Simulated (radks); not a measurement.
Neutral copper, [Ar] 3d10 4s1. All-electron calculation, non-relativistic Kohn-Sham, LDA (Slater exchange, Perdew-Wang correlation), spin-polarised, spherical densities, point nucleus. Program: a radial shooting solver on a logarithmic mesh with Libxc functionals. Every spin shell is full or empty, so the densities are truly spherical. Functionals are evaluated on that one density, not self-consistently. Rank these orbital-free kinetic functionals by their error against the exact value of the orbitals, and give that value: Thomas-Fermi, von Weizsacker, LC94, Perdew 92, Thakkar, LKT, PG1, DePristo-Kress.

Answer. Exact: 1635.99 hartree. From best to worst, with 100 (|E| - |E exact|)/|E exact| (equal figures are ties): LC94 -0.16, DePristo-Kress -0.24, Thakkar -0.59, Perdew 92 -0.91, Thomas-Fermi -6.46, PG1 +18.66, LKT +23.57, von Weizsacker -50.14.
